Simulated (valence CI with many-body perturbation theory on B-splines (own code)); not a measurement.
# Valence orbitals of Cl XI

Computed by valence CI with perturbative core correlation (CI+MBPT): five valence electrons over a frozen Dirac-Fock core [He], radial functions for each j: 9 s, 9 p, 8 d, 6 f, 3 g, 1 h, with the one-electron correlation potential Σ1, the two-electron term Σ2, the three-electron term Σ3, Breit, model QED; selected CI, second order for the rest, scaled by the run's own slope (own B-spline code, finite nucleus).

No measured spectrum was set against this ion. As an estimate, levels of excited configurations hold to 0.05 to 0.15 % of their energy, terms of the ground configuration to about 0.5 %. Among the levels kept, up to 2400 cm⁻¹ of a level comes from second order outside the variational space, and about a tenth of that is noise between levels of different J, which matters for small intervals.

These are the spectroscopic orbitals of the CI (the correlating ones are not listed), shaped by the core and the other valence electrons. h is the expectation value of the core's Dirac-Fock operator, without the valence repulsion; Σ1 is computed up to l = 3 at one energy for each symmetry, that of its lowest orbital but kept below the first core excitation, so for empty shells it is not the orbital's own correlation shift; Breit and QED include the response of the core.

```csv
Orbital,h (hartree),Σ1 (cm⁻¹),Breit (cm⁻¹),QED (cm⁻¹),⟨r⟩ (bohr)
2s1/2,-29.557,-999,926,653,0.4102
3s1/2,-12.667,-207,227,164,1.011
4s1/2,-6.9619,-74.3,85.2,61.9,1.897
5s1/2,-4.3988,-35.4,41.3,30.1,3.051
2p1/2,-28.378,-2130,1681,-49.4,0.3636
3p1/2,-12.278,-423,413,-12.1,0.9947
4p1/2,-6.7939,-154,159,-4.7,1.908
5p1/2,-4.3122,-74.2,78.2,-2.3,3.089
2p3/2,-28.282,-2080,752,-7.9,0.3654
3p3/2,-12.25,-414,181,-1.9,0.9973
4p3/2,-6.7826,-151,69.1,-0.7,1.912
5p3/2,-4.3065,-72.5,33.9,-0.3,3.093
3d3/2,-11.942,-118,7.0,-1.5,0.8973
4d3/2,-6.6596,-50.6,3.7,-0.6,1.839
5d3/2,-4.2445,-26.0,2.1,-0.3,3.049
3d5/2,-11.935,-117,2.0,1.0,0.8980
4d5/2,-6.6565,-50.2,1.1,0.4,1.840
5d5/2,-4.2429,-25.8,0.6,0.2,3.050
4f5/2,-6.5507,-7.2,0.0,-0.2,1.628
5f5/2,-4.1934,-4.1,0.0,-0.1,2.850
4f7/2,-6.5494,-7.2,0.0,0.2,1.628
5f7/2,-4.1928,-4.1,0.0,0.1,2.851
5g7/2,-4.1813,,0.0,-0.1,2.499
5g9/2,-4.1809,,0.0,0.1,2.499
```

Among the shells of the start configuration 2s2 2p3, Σ1 is largest in size for 2p1/2, where it is 0.034 % of h.

Lowest root of each symmetry, sizes in configuration state functions:

| J | Parity | Roots | Reference | Variational | Second order | Change by selected CI (cm⁻¹) | Change by second order (cm⁻¹) |
| --- | --- | --- | --- | --- | --- | --- | --- |
| 1/2 | even | 13 | 61 | 39921 | 1482205 | -26406 | -110 |
| 3/2 | even | 16 | 85 | 39719 | 2652297 | -26057 | -440 |
| 5/2 | even | 14 | 75 | 39512 | 2984969 | -25755 | -750 |
| 7/2 | even | 7 | 40 | 40018 | 2950561 | -37203 | -838 |
| 9/2 | even | 3 | 18 | 43024 | 2034030 | -37637 | -511 |
| 1/2 | odd | 10 | 66 | 39992 | 1264960 | -27908 | -114 |
| 3/2 | odd | 15 | 100 | 39982 | 1919722 | -24797 | -234 |
| 5/2 | odd | 9 | 85 | 39940 | 2160353 | -28550 | -518 |
| 7/2 | odd | 4 | 54 | 40003 | 2045416 | -34485 | -643 |
| 9/2 | odd | 1 | 22 | 48557 | 723143 | -25744 | -55 |
